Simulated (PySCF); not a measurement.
## `CC=C=C=C=C(C)C(F)(F)F`, C8H7F3

Geometry (Å), atoms numbered from 1 in this order:
```xyz
18

C    -4.1792   -0.0838   -0.2609
C    -3.1206   -0.0336    0.7950
C    -1.8220   -0.0237    0.5745
C    -0.5577   -0.0150    0.3558
C     0.7044    0.0030    0.1435
C     2.0079   -0.0087   -0.0674
C     2.8454   -1.2502   -0.1483
C     2.7456    1.2926   -0.2417
F     3.6776    1.4413    0.7106
F     1.9473    2.3524   -0.1957
F     3.3915    1.3174   -1.4164
H    -4.8216   -0.9690   -0.1228
H    -4.8346    0.8000   -0.1902
H    -3.7458   -0.1180   -1.2690
H    -3.4554    0.0012    1.8415
H     3.3383   -1.3167   -1.1313
H     3.6381   -1.2265    0.6164
H     2.2319   -2.1462    0.0032
```

Computed, not measured: TDDFT CAM-B3LYP/aug-cc-pVDZ circular dichroism and optical rotation, one conformer, gas phase (PySCF 2.14.0). Geometry: PBE0-D3(BJ)/def2-SVP.

No stereocentre is labelled: unless the shape is locked (an allene, a helicene, a hindered biaryl), the mirror image is equally populated and a measured rotation or CD is zero.

(1) List the lowest 12 singlet excitations with oscillator and rotatory strengths.

Results:

(1) Rotatory strengths R in 10⁻⁴⁰ esu² cm², velocity form and length form (origin at the centre of mass); f in length form.
```csv
state,E (eV),λ (nm),f,R (velocity),R (length),main
1,3.72,333,1e-05,-0.4,-0.4,"HOMO→LUMO 0.81, HOMO−1→LUMO+1 0.09"
2,3.98,311,1e-05,-0.5,-0.5,"HOMO−1→LUMO+1 0.83, HOMO→LUMO 0.10"
3,4.86,255,0.008,+0.4,+0.4,"HOMO−1→LUMO 0.50, HOMO→LUMO+1 0.40"
4,5.86,212,2.446,-23.0,-23.8,"HOMO→LUMO+1 0.48, HOMO−1→LUMO 0.40"
5,6.05,205,0.014,+13.0,+13.2,HOMO→LUMO+2 0.78
6,6.19,200,0.056,+17.5,+17.9,"HOMO−1→LUMO+2 0.66, HOMO−1→LUMO+3 0.13"
7,6.63,187,0.006,+1.6,+1.6,"HOMO→LUMO+3 0.36, HOMO−2→LUMO 0.29"
8,6.79,183,0.007,-7.9,-8.0,"HOMO−1→LUMO+3 0.45, HOMO→LUMO+3 0.17"
9,6.80,182,0.001,-1.2,-1.3,"HOMO→LUMO+4 0.69, HOMO→LUMO+3 0.12"
10,6.82,182,0.004,+0.3,+0.3,"HOMO−2→LUMO 0.35, HOMO−1→LUMO+3 0.20"
11,6.98,178,0.0008,-0.9,-1.0,"HOMO−3→LUMO+1 0.71, HOMO−2→LUMO 0.12"
12,7.00,177,0.005,+6.0,+6.0,HOMO−1→LUMO+4 0.73
```

Among the states computed, the strongest CD band (largest |R|) is state 4. The largest dissymmetry factor in size, g = 4R/(D+G), with D and G the electric and magnetic dipole strengths, is -0.2 for state 2 (velocity form, f = 2e-05), among bands with |R| over 0.5. The mirror image has the same energies and oscillator strengths and all R with the opposite sign.
